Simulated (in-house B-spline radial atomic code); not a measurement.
Configurations of neutral indium, with energies counted from [Kr] 4d10 5s2 5p1. Computed with a radial B-spline atomic code at the basis-set limit: Dirac-Hartree-Fock, average of configuration, Fermi nucleus of rms radius 4.6156 fm. Energies include first-order Breit, QED and recoil terms.

Occupations are held fixed; configurations that lie above the ionisation limit could autoionise.

```tsv
configuration	E - E(ref) (eV)	highest orbital	its <r> (bohr)
[Kr] 4d10 5s2 6d1	4.2693	6d5/2	20.66
[Kr] 4d10 5s2 8s1	4.4103	8s1/2	28.46
[Kr] 4d10 5s1 5p1 5f1	9.6778	5f5/2	31.39
[Kr] 4d10 5s1 5p1 6f1	9.8444	6f5/2	47.86
[Kr] 4d10 5s1 5p1 7g1	9.9455	7g7/2	63.5
[Kr] 4d9 5s2 5p1 8s1	23.08	8s1/2	27.62
[Ar] 3d9 4s2 4p6 4d10 5s2 5p1 7g1	454.21	7g7/2	63.5
```

Question: Order these further configurations by energy, lowest first.
A. [Kr] 4d10 5s2 7f1
B. [Kr] 4d10 5s1 5p1 5g1
C. [Kr] 4d10 5s2 9s1
D. [Ar] 3d9 4s2 4p6 4d10 5s2 5p1 6f1
E. [Kr] 4d10 5s2 5f1

Answer: E (4.5864 eV), C (4.6555 eV), A (4.8532 eV), B (9.6789 eV), D (454.11 eV).

Question: How far above the reference does [Kr] 4d9 5s2 5p1 5g1 lie?

Answer: 23.279 eV; its least bound orbital is 5g9/2 with <r> = 27.5 bohr.

Question: How far above the reference does [Kr] 4d10 5s1 5p1 7f1 lie?

Answer: 9.9449 eV; its least bound orbital is 7f5/2 with <r> = 67.33 bohr.

Question: How far above the reference does [Kr] 4d10 5s2 6s1 lie?

Answer: 2.5815 eV; its least bound orbital is 6s1/2 with <r> = 8.301 bohr.
